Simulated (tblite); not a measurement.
Species: C3H10N3Si (doublet state).
Bonds: N1–C2, C2–Si3, Si3–N4, N4–C5, C5–C6, C6–N7, Si3–N7. Hydrogens: H8, H9 on N1; H10 on C2; H11 on Si3; H12 on N4; H13, H14 on C5; H15, H16 on C6; H17 on N7.

Structure optimised with GFN2-xTB, isolated species. This method treats the open shell by occupation alone, without spin polarisation.

(1) Give the optimised bond lengths and angles.

Results:

(1) 
```json
{"bond": "N1–C2", "length (Å)": "1.375"}
{"bond": "C2–Si3", "length (Å)": "1.837"}
{"bond": "Si3–N4, Si3–N7", "length (Å)": "1.728"}
{"bond": "N4–C5, C6–N7", "length (Å)": "1.442"}
{"bond": "C5–C6", "length (Å)": "1.536"}
{"bond": "N1–H8, N1–H9", "length (Å)": "1.009"}
{"bond": "C2–H10", "length (Å)": "1.077"}
{"bond": "Si3–H11", "length (Å)": "1.474"}
{"bond": "N4–H12, N7–H17", "length (Å)": "1.005"}
{"bond": "C5–H13, C6–H15", "length (Å)": "1.098"}
{"bond": "C5–H14, C6–H16", "length (Å)": "1.099"}
```

Bonds in one row agree within 0.01 Å and their mean is given. A selection of angles:
```json
{"angle": "C2–N1–H8", "degrees": "114.5"}
{"angle": "C2–N1–H9", "degrees": "118.0"}
{"angle": "H8–N1–H9", "degrees": "115.1"}
{"angle": "N1–C2–Si3", "degrees": "123.1"}
{"angle": "N1–C2–H10", "degrees": "114.9"}
{"angle": "Si3–C2–H10", "degrees": "121.9"}
{"angle": "C2–Si3–N4", "degrees": "113.5"}
{"angle": "C2–Si3–H11", "degrees": "109.4"}
{"angle": "N4–Si3–N7", "degrees": "89.6"}
{"angle": "N4–Si3–H11", "degrees": "116.0"}
{"angle": "Si3–N4–C5", "degrees": "111.2"}
{"angle": "Si3–N4–H12", "degrees": "122.8"}
{"angle": "C5–N4–H12", "degrees": "113.4"}
{"angle": "N4–C5–C6", "degrees": "106.7"}
{"angle": "N4–C5–H13", "degrees": "110.4"}
{"angle": "N4–C5–H14", "degrees": "111.7"}
{"angle": "C6–C5–H13", "degrees": "110.8"}
{"angle": "C6–C5–H14", "degrees": "109.4"}
{"angle": "H13–C5–H14", "degrees": "107.8"}
{"angle": "C5–C6–H15", "degrees": "110.1"}
{"angle": "C6–N7–H17", "degrees": "115.1"}
{"angle": "Si3–N7–C6", "degrees": "114.6"}
{"angle": "Si3–N7–H17", "degrees": "126.3"}
```

Torsions: N1–C2–Si3–N4 -48° (synclinal); C2–Si3–N4–C5 144° (anticlinal); Si3–N4–C5–C6 -34° (synclinal); N4–C5–C6–N7 21° (synperiplanar); C5–C6–N7–Si3 -1° (synperiplanar); C2–Si3–N7–C6 -131° (anticlinal). The mirror-image conformer, all signs reversed, is as good.

N1 (nitrogen bonded to C and 2 H) is pyramidal (angles 118.0°, 115.1° and 114.5°, sum 347.6°, 0.23 Å off the plane of its three neighbours). Si3 (silicon bonded to C, 2 N and H) has angles from 89.6° to 116.0°. The C–N distances run from 1.375 Å (N1–C2, drawn single) to 1.442 Å (N4–C5, drawn single), a spread of 0.067 Å. C2 (carbon bonded to N, Si and H) is planar (angles 123.1°, 121.9° and 114.9°, sum 359.9°, 0.03 Å off the plane of its three neighbours). N4 (nitrogen bonded to C, Si and H) is pyramidal (angles 122.8°, 113.4° and 111.2°, sum 347.4°, 0.27 Å off the plane of its three neighbours). The 5-membered ring Si3–N4–C5–C6–N7 has internal angles of 89.6° to 114.6°; it is puckered, 0.15 Å rms from its mean plane, widest ring torsion 34°.

Point group: C1 (no symmetry element, even within 0.4 Å). Its GFN2-xTB frequencies are all real (lowest 28 cm⁻¹).

All values are computed, not measured.
